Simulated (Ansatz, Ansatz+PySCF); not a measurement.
```xyz
5

C     0.0340   -0.0751    0.0025
F     0.7849    0.8154    0.7964
F     0.7849   -0.7605   -0.6936
F    -0.7330    0.7757   -0.8302
F    -0.8165   -0.7592    0.7873
```

Basis set: def2-SVP (spherical functions). Correlated methods keep 5 orbitals frozen. Charge 0, multiplicity 1.

Computed with Ansatz (development build ahead of 0.2.0); each method stands on the lowest determinant of its kind that the runs found. Restricted open shells among the atoms or ions are ROHF, correlated in semicanonical orbitals with singles.

(1) Give the atomization energy at this shape (free ground-state atoms in the same class of orbitals less the molecule, no zero-point energy) of singlet CF4 by RHF-MP2, RHF.

Answers

(1)

| method | atomization energy |
| --- | --- |
| RHF-MP2 | 470.87 kcal/mol |
| RHF | 316.52 kcal/mol |

Caution: the shape is not the minimum.
